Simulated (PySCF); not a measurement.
BFO, triplet, at a GFN2-xTB geometry (a higher spin typed on purpose: for a closed-shell molecule this is an excited state); BLYP/cc-pVDZ (PySCF).

Input for PySCF:
```python
from pyscf import gto, scf, dft

mol = gto.M(
    atom='''
F    -0.99621526    0.24724638    0.11745443
B     0.04267924   -0.54682470   -0.35213529
O     1.09406763    0.06361327    0.08794831
''',
    basis='cc-pvdz',
    spin=2,
    verbose=4,
)

mf = dft.UKS(mol)
mf.xc = 'blyp'
mf.grids.atom_grid = (99, 590)
mf.grids.prune = None
mf.kernel()
```

### Question
Write the output that PySCF gives for this input, abridged.

### Answer

```
PySCF version 2.14.0

[INPUT] verbose = 4
[INPUT] num. atoms = 3
[INPUT] num. electrons = 22
[INPUT] charge = 0
[INPUT] spin (= nelec alpha-beta = 2S) = 2
[INPUT] symmetry False subgroup None
[INPUT] Mole.unit = angstrom
[INPUT] Symbol           X                Y                Z      unit          X                Y                Z       unit  Magmom
[INPUT]  1 F     -0.996215260000   0.247246380000   0.117454430000 AA   -1.882574002512   0.467227943490   0.221956704817 Bohr   0.0
[INPUT]  2 B      0.042679240000  -0.546824700000  -0.352135290000 AA    0.080652074805  -1.033348921147  -0.665439256894 Bohr   0.0
[INPUT]  3 O      1.094067630000   0.063613270000   0.087948310000 AA    2.067488182452   0.120211658188   0.166198219018 Bohr   0.0

nuclear repulsion = 51.6662941874312
number of shells = 15
number of NR pGTOs = 78
number of NR cGTOs = 42
basis = cc-pvdz
ecp = {}

******** <class 'pyscf.dft.uks.UKS'> ********
method = UKS
initial guess = minao
damping factor = 0
level_shift factor = 0
DIIS = <class 'pyscf.scf.diis.CDIIS'>
diis_start_cycle = 1
diis_space = 8
diis_damp = 0
SCF conv_tol = 1e-09
SCF conv_tol_grad = None
SCF max_cycles = 50
direct_scf = True
direct_scf_tol = 1e-13
number electrons alpha = 12  beta = 10
XC library pyscf.dft.libxc version 7.1.2
    S. Lehtola, C. Steigemann, M. J. T. Oliveira, and M. A. L. Marques,  SoftwareX 7, 1–5 (2018)
XC functionals = blyp
    A. D. Becke,  Phys. Rev. A 38, 3098 (1988)
    C. Lee, W. Yang, and R. G. Parr,  Phys. Rev. B 37, 785 (1988)
    B. Miehlich, A. Savin, H. Stoll, and H. Preuss,  Chem. Phys. Lett. 157, 200 (1989)
radial grids:
    Treutler-Ahlrichs [JCP 102, 346 (1995); DOI:10.1063/1.469408] (M4) radial grids

becke partition: Becke, JCP 88, 2547 (1988); DOI:10.1063/1.454033
pruning grids: None
grids dens level: 3
symmetrized grids: False
atomic radii adjust function: <function treutler_atomic_radii_adjust>
User specified grid scheme (99, 590)
small_rho_cutoff = 0
Set gradient conv threshold to 3.16228e-05
tot grids = 175232
init E= -200.094061060392

cycle= 1 E= -199.758447452419  delta_E= 0.336  |g|= 0.407  |ddm|= 1.45
cycle= 2 E= -199.430409016774  delta_E= 0.328  |g|= 0.957  |ddm|= 0.812

cycle= 3 E= -199.807761894681  delta_E= -0.377  |g|= 0.206  |ddm|= 0.647

cycle= 4 E= -199.819946697164  delta_E= -0.0122  |g|= 0.114  |ddm|= 0.193

cycle= 5 E= -199.825029138701  delta_E= -0.00508  |g|= 0.0108  |ddm|= 0.0793

cycle= 6 E= -199.825098797404  delta_E= -6.97e-05  |g|= 0.00307  |ddm|= 0.0158

cycle= 7 E= -199.825103160386  delta_E= -4.36e-06  |g|= 0.000409  |ddm|= 0.00259

cycle= 8 E= -199.825103242413  delta_E= -8.2e-08  |g|= 9.78e-05  |ddm|= 0.000388

cycle= 9 E= -199.825103246922  delta_E= -4.51e-09  |g|= 2.96e-05  |ddm|= 9.89e-05

cycle= 10 E= -199.82510324739  delta_E= -4.68e-10  |g|= 5.92e-06  |ddm|= 3.16e-05

Extra cycle  E= -199.825103247385  delta_E= 5.06e-12  |g|= 7.37e-06  |ddm|= 8.17e-06
converged SCF energy = -199.825103247385  <S^2> = 2.0022423  2S+1 = 3.0014945
```
